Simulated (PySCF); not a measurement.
CH6OSSi. Atoms are numbered in the order given.

```xyz
10

Si     0.9130    -0.2975    -0.5290
O      1.8375    -0.6727     0.8023
S     -0.7872     0.9437    -0.1642
C     -1.9721    -0.2810     0.4837
H      0.4066    -1.5535    -1.1672
H      1.7969     0.4892    -1.4230
H      1.4484    -1.2564     1.4595
H     -2.0458    -1.1562    -0.1780
H     -1.7069    -0.6034     1.5004
H     -2.9520     0.2130     0.5216
```

The structure is a stationary point at PBE0-D3(BJ)/def2-SVP. The values are those of a single conformer.

Calculation: KT2/pcSseg-1 (PySCF).

GIAO shieldings, no solvent; atoms listed in one row are averaged. δ = σ(ref) − σ: ²⁹Si against TMS (σ = 361.9 ppm); ¹⁷O against H2O (σ = 330.4 ppm); ³³S against H2S (σ = 723.0 ppm); ¹³C against TMS (σ = 185.1 ppm); ¹H against TMS (σ = 31.47 ppm), references at their B3LYP-D3(BJ)/def2-TZVP geometries, non-relativistic.

| nucleus | atoms | count | δ (ppm) |
|---|---|---|---|
| ²⁹Si | Si1 | 1 | -0.6 |
| ¹⁷O | O2 | 1 | 54.9 |
| ³³S | S3 | 1 | 124.3 |
| ¹³C | C4 | 1 | 18.1 |
| ¹H | H5 | 1 | 5.96 |
| ¹H | H6 | 1 | 5.53 |
| ¹H | H8, H9, H10 | 3 | 2.31 |
| ¹H | H7 | 1 | 1.65 |
